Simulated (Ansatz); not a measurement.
CH5NSSi can be A, `C=N[SiH2]S`, or B, `SC1N[SiH2]1`.

Gas-phase electronic energies from Ansatz, PBE0-D4/def2-TZVP geometries. CCSD(T)/CBS adds triple-zeta CCSD(T) − MP2 to the extrapolated MP2 energy (def2 sets, frozen cores). Functionals use def2-TZVPP. B3LYP here is the variant with VWN-RPA as its local correlation; programs differ in this. Each species was taken in one conformer, which may not be the lowest.

Task: Which is lower in electronic energy at CCSD(T)/CBS, and by how much? (An estimate is asked.)

Result: Ansatz gave: A, by 149.6 kJ/mol.

Task: Give E(B) − E(A) in kJ/mol with r2SCAN-D4, PBE0-D4, CCSD(T)/def2-SVP, MP2/def2-TZVPP, LDA (SPW92), B3LYP, CCSD/def2-TZVPP. (Best estimate.)

Result: Computed: r2SCAN-D4 141.6, PBE0-D4 135.0, CCSD(T)/def2-SVP 160.8, MP2/def2-TZVPP 145.4, LDA (SPW92) 106.0, B3LYP 158.9, CCSD/def2-TZVPP 157.4. None reverses the order clearly.

Task: Does the order hold for the free energy at 298.15 K (harmonic terms from PBE0-D4)? (Best estimate.)

Result: Ansatz gave: Yes: G(B) − G(A) = +156.8 kJ/mol, for one conformer each.

Largest T1 diagnostic: 0.013.

In def2-TZVPP, CCSD(T) changes the Hartree–Fock value by −38.7 kJ/mol (the triples alone add −3.6 kJ/mol) and MP2 by −47.1 kJ/mol. From BLYP to BHLYP (50 % exact exchange), in def2-TZVPP and without D4, E(B) − E(A) moves by +4.1 kJ/mol.
